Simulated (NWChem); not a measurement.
Species: SiH₂Cl₂; SMILES Cl[SiH2]Cl

Results from NWChem. Pople sets run with spherical d functions. Medium grid unless said otherwise, to which SCAN and Minnesota functionals are sensitive. The geometry was optimised at PBE0/def2-SVP.

For level MN15-L/6-31G*:

* **highest occupied level (eV)**: -8.48
* **orbital gap (eV)**: 7.99
* **dipole (D)**: 1.53

Question: How do the values read with level B97-2/6-31G* instead?

Answer: 
| Quantity | Value |
|---|---|
| highest occupied level (eV) | -8.92 |
| orbital gap (eV) | 8.81 |
| dipole (D) | 1.67 |
